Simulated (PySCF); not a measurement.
Input of a run (PBE0-D3(BJ)/def2-SVP geometry optimisation, gas phase (PySCF 2.14.0)), started from GFN2-xTB:
```
{"job": {"xc": "PBE0", "basis": "def2-SVP", "d3": "d3bj", "grid": 1, "kind": "geom"}, "charge": 0, "multiplicity": 1}
C     -2.535206     0.233301     0.199213
S     -1.166667    -0.747678     0.870737
C      0.131661    -0.366776    -0.363182
C      1.359943    -1.216991    -0.069345
S      2.094300     0.119749     1.015814
O      3.422656     0.456605     0.531813
C      0.828057     0.964400    -0.099013
F      0.084664     1.957091     0.457820
H     -2.282439     1.288008     0.233718
H     -3.391691     0.035332     0.835254
H     -2.745442    -0.087484    -0.817648
H     -0.312101    -0.477051    -1.355738
H      1.167381    -2.152382     0.446339
H      1.998263    -1.374037    -0.934911
H      1.342207     1.375902    -0.972783
```

Output (energies in Eh, forces in Eh/bohr):
```
step   0  E = -1126.88174710  max force = 0.047081
step   1  E = -1126.88639289  max force = 0.005740
step   2  E = -1126.88655623  max force = 0.002055
step   3  E = -1126.88658632  max force = 0.001067
step   4  E = -1126.88660035  max force = 0.000854
step   5  E = -1126.88660954  max force = 0.000678
step   6  E = -1126.88661669  max force = 0.000499
step   7  E = -1126.88662187  max force = 0.000513
step   8  E = -1126.88662978  max force = 0.000491
step   9  E = -1126.88664088  max force = 0.000433
optimisation converged
```

Q: Summarise the run.

A: The energy falls by 3.1 kcal/mol over 10 energy and gradient evaluations, the largest force component goes from 0.0471 to 4.3e-04 Eh/bohr, and the atoms move by 0.123 Å rms after alignment. The bond that changes most is S5=O6 (sulfinyl sulfur to sulfinyl oxygen), which lengthens by 0.039 Å. Bonds longer at the end by more than 0.005 Å: 8 of 15; shorter: 4. Among the angles that change most is S5–C7–H15, from 109.0° to 104.1°. Among the dihedrals that turn most is S2–C3–C7–H15, from -160° to -171°. The energy never rose by more than 1e-6 Eh on the way. The first step brought 95 % of the lowering.

Q: What are the final bond lengths?

A: C1–S2 1.805 Å, S2–C3 1.814 Å, C3–C4 1.526 Å, C4–S5 1.868 Å, S5=O6 1.493 Å, S5–C7 1.875 Å, C7–F8 1.346 Å, C3–C7 1.526 Å, C1–H9 1.097 Å, C1–H10 1.099 Å, C1–H11 1.100 Å, C3–H12 1.102 Å, C4–H13 1.098 Å, C4–H14 1.100 Å, C7–H15 1.105 Å. Numbering counts from 1 in the input's order; the species is `CS[C@@H]1C[S@@](=O)[C@@H]1F`.

The run used 155 basis functions and 69 SCF cycles in all. On an Arm Neoverse V2 with 2 threads, no GPU (shared host), this took 70 s wall, 85 s CPU and 0.74 GiB of memory at its peak.

Whether it is a minimum is left open (no frequencies). The numbers are those of one conformer.
